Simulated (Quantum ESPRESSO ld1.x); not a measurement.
Results of a calculation; reference values are marked as such.
Question: Au23+, 56 electrons, occupied as [Kr] 4d10 4f10. Level of theory: Dirac Kohn-Sham, PBE, spin-unpolarised, spherical densities, point nucleus; open shells fill j = l - 1/2 first (ld1.x of Quantum ESPRESSO 7.5). Some entries of the table are withheld. Estimate them.

| orbital | occ. | eigenvalue (hartree) | <r> (bohr) | r(max) (bohr) |
|---|---|---|---|---|
| 1s1/2 | 2 | -2988.21 | 0.01686 | 0.010 |
| 2s1/2 | 2 | -546.483 | 0.07043 | 0.060 |
| 2p1/2 | 2 | -524.976 | (1) | 0.045 |
| 2p3/2 | 4 | -457.483 | (2) | 0.052 |
| 3s1/2 | 2 | -147.011 | 0.1830 | 0.169 |
| 3p1/2 | 2 | -137.369 | 0.1733 | 0.159 |
| 3p3/2 | 4 | -122.435 | 0.1889 | 0.173 |
| 3d3/2 | 4 | -106.483 | 0.1645 | 0.135 |
| 3d5/2 | 6 | -103.272 | 0.1693 | 0.140 |
| 4s1/2 | 2 | -49.4304 | 0.3996 | 0.379 |
| 4p1/2 | 2 | (3) | 0.4005 | 0.376 |
| 4p3/2 | 4 | (4) | 0.4310 | 0.408 |
| 4d3/2 | 4 | -34.7340 | 0.4322 | (5) |
| 4d5/2 | 6 | -34.0012 | 0.4414 | (6) |
| 4f5/2 | 6 | -25.2930 | 0.4360 | 0.356 |
| 4f7/2 | 4 | -25.1176 | 0.4403 | 0.359 |

Answer: 
(1) 2p1/2 <r> (bohr): 0.05797
(2) 2p3/2 <r> (bohr): 0.06652
(3) 4p1/2 eigenvalue (hartree): -45.2917
(4) 4p3/2 eigenvalue (hartree): -41.5144
(5) 4d3/2 r(max) (bohr): 0.398
(6) 4d5/2 r(max) (bohr): 0.404
